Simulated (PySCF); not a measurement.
**Electron correlation in Se⁺ (selenium, charge +1)**

[Ar] 3d10 4s2 4p3, high-spin 4S determinant. All numbers are calculated (PySCF 2.14, scalar relativity by spin-free X2C-1e, in cc-pVDZ-DK (5s4p2d, 27 functions)). Frozen: [Ar] 3d10; 5 electrons correlated.

MP2 pair energies summed by pair of shells (mhartree):

```csv
pair,energy,share (%)
4s-4p,-36.71,65.3
4p-4p,-13.12,23.3
4s-4s,-6.38,11.3
```

Total MP2 correlation energy: -56.21 mhartree.

Same-spin part -15.07 and opposite-spin part -41.14 mhartree; SCS-MP2 scales them by 1/3 and 6/5 to -54.39 mhartree.

```tsv
level	correlation energy (mhartree)
CCSD	-70.88
(T)	-0.62
CCSD(T)	-71.50
```

Diagnostics: T1 = 0.0012, D1 = 0.0033, largest double amplitude 0.057.

Cost of the coupled-cluster step: 0.06 s of wall time on 1 thread of Neoverse-V2 (shared host), for 5 correlated electrons.

Iterations:

```
CC2 = 0
CCSD nocc = (np.int64(4), np.int64(1)), nmo = (13, 13)
frozen orbitals [[0, 1, 2, 3, 4, 5, 6, 7, 8, 9, 10, 11, 12, 13], [0, 1, 2, 3, 4, 5, 6, 7, 8, 9, 10, 11, 12, 13]]
max_cycle = 100
direct = 0
conv_tol = 1e-08
conv_tol_normt = 1e-06
diis_space = 8
diis_start_cycle = 0
Init t2, MP2 energy = -0.0562088722230151
Init E_corr(UCCSD) = -0.0562088722374954
cycle = 1  E_corr(UCCSD) = -0.0677153580378098  dE = -0.0115064858  norm(t1,t2) = 0.0357326
cycle = 2  E_corr(UCCSD) = -0.0700974139656014  dE = -0.00238205593  norm(t1,t2) = 0.00918745
cycle = 3  E_corr(UCCSD) = -0.0708897843208578  dE = -0.000792370355  norm(t1,t2) = 0.00287685
cycle = 4  E_corr(UCCSD) = -0.0708767071326439  dE = 1.30771882e-05  norm(t1,t2) = 0.000291103
cycle = 5  E_corr(UCCSD) = -0.0708772417116068  dE = -5.34578963e-07  norm(t1,t2) = 3.39253e-05
cycle = 6  E_corr(UCCSD) = -0.0708769933872563  dE = 2.48324351e-07  norm(t1,t2) = 6.48893e-06
cycle = 7  E_corr(UCCSD) = -0.0708771493297751  dE = -1.55942519e-07  norm(t1,t2) = 6.83456e-07
cycle = 8  E_corr(UCCSD) = -0.0708771034432774  dE = 4.58864977e-08  norm(t1,t2) = 1.18736e-07
cycle = 9  E_corr(UCCSD) = -0.0708771060352667  dE = -2.59198939e-09  norm(t1,t2) = 1.61806e-08
UCCSD converged
E(UCCSD) = -2427.717721893719  E_corr = -0.07087710603526674
UCCSD(T) correction = -0.000623134369177313
```
